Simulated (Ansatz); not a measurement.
Born–Oppenheimer molecular dynamics of AlF₃H₂O (7 atoms, charge 0, multiplicity 1). It starts at the highest image of a converged band, a first-order saddle point between two minima.

The calculation used RHF/def2-SVP (Ansatz 0.2.0).

```
ensemble                      : NVE (velocity Verlet)
time step                     : 0.5 fs
steps asked                   : 200
starting velocities drawn for : 100 K
seed                          : 8917
```

First frame:

```xyz
7
Properties=species:S:1:pos:R:3
Al -0.026 0.211 0.048
O -0.183 0.064 1.809
H -0.585 -0.476 2.467
F 1.401 -0.247 -0.618
F -1.405 0.024 -0.824
F 0.100 1.934 0.740
H -0.062 1.348 1.619
```

**Question.** How far do the bonds stretch over the last three quarters of this one trajectory? (Pairs bonded in most of those frames.)

**Answer.** 
```json
{"bond": "Al1–O2", "mean (Å)": "2.127", "spread (Å)": "0.163", "shortest": "1.81", "longest": "2.32"}
{"bond": "Al1–F4", "mean (Å)": "1.644", "spread (Å)": "0.034", "shortest": "1.58", "longest": "1.71"}
{"bond": "Al1–F5", "mean (Å)": "1.648", "spread (Å)": "0.036", "shortest": "1.58", "longest": "1.72"}
{"bond": "Al1–F6", "mean (Å)": "1.659", "spread (Å)": "0.058", "shortest": "1.55", "longest": "1.78"}
{"bond": "O2–H3", "mean (Å)": "0.954", "spread (Å)": "0.020", "shortest": "0.92", "longest": "1.01"}
{"bond": "O2–H7", "mean (Å)": "0.961", "spread (Å)": "0.053", "shortest": "0.88", "longest": "1.04"}
```

Mean temperature of the second half: 1113 K. The conserved energy stayed within 0.78 meV per atom of its start (net change -0.25 meV per atom), so the integration is sound. The kinetic energy rose, since the run started high on the potential surface and went downhill. A run of 0.1 ps of so small a system gives no equilibrium averages. The orbitals stay closed-shell, which can raise the energy where a bond breaks towards radicals; this wasn't checked here.

Run time: 3.4 min on 1 thread of Arm Neoverse V2, on a shared host, peak memory 0.14 GiB.
